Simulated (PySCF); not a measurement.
Sn(OH)(NH2)3 (H₇N₃OSn), SMILES [NH2][Sn]([NH2])([NH2])[OH]. Atoms are numbered in the order given.

```xyz
12

N     -1.2315    -1.5051    -0.5800
Sn     0.0086    -0.0017    -0.0078
N      1.9745    -0.4623     0.1544
N     -0.2900     1.4701    -1.3785
O     -0.4645     0.4447     1.8706
H     -0.8994    -2.4150    -0.2641
H     -1.3208    -1.5544    -1.5939
H      2.5501    -0.0120    -0.5543
H      2.3413    -0.2110     1.0709
H     -1.2773     1.6264    -1.5761
H      0.1040     2.3626    -1.0858
H     -1.3818     0.2127     2.0566
```
Charge 0, spin multiplicity 1.

The structure is a stationary point at PBE0-D3(BJ)/def2-SVP. The def2 effective core potentials stand for the cores of Sn; spin–orbit coupling is left out. Other conformers were not sampled.

The numbers are results of TDDFT-ωB97X/def2-SVPD (PySCF), not measurements.

Vertical excitations. Isolated molecule, no solvent.

```
state  energy (eV)  λ (nm)      f                                                                    main pairs
-----  -----------  ------  -----  ----------------------------------------------------------------------------
S1            6.13     202  0.092                                                                HOMO→LUMO 77 %
S2            6.16     201  0.047                                                              HOMO−1→LUMO 77 %
S3            6.41     194  0.127                                                              HOMO−2→LUMO 76 %
S4            6.96     178  0.085                                          HOMO−3→LUMO 69 %, HOMO−3→LUMO+1 12 %
S5            7.83     158  0.083                                             HOMO−4→LUMO 50 %, HOMO→LUMO+3 8 %
S6            8.02     155  0.011                         HOMO→LUMO+1 46 %, HOMO−1→LUMO+2 10 %, HOMO→LUMO+4 9 %
S7            8.11     153  0.006   HOMO−1→LUMO+2 20 %, HOMO→LUMO+2 14 %, HOMO−2→LUMO+1 11 %, HOMO−1→LUMO+4 9 %
S8            8.18     152  0.002     HOMO→LUMO+2 20 %, HOMO→LUMO+4 18 %, HOMO−1→LUMO+3 12 %, HOMO−1→LUMO+2 9 %
S9            8.27     150  0.023    HOMO→LUMO+3 26 %, HOMO→LUMO+2 11 %, HOMO−2→LUMO+4 11 %, HOMO−1→LUMO+4 10 %
S10           8.38     148  0.014  HOMO−2→LUMO+2 17 %, HOMO−1→LUMO+3 16 %, HOMO→LUMO+2 11 %, HOMO−2→LUMO+1 10 %
T1            5.56     223      0                                                                HOMO→LUMO 70 %
T2            5.73     217      0                                                              HOMO−1→LUMO 66 %
T3            5.86     211      0                                                              HOMO−2→LUMO 67 %
T4            6.54     190      0                                          HOMO−3→LUMO 66 %, HOMO−3→LUMO+1 13 %
```
Triplets are in the Tamm–Dancoff approximation, which puts them higher than full response would, so one can lie above its singlet here.
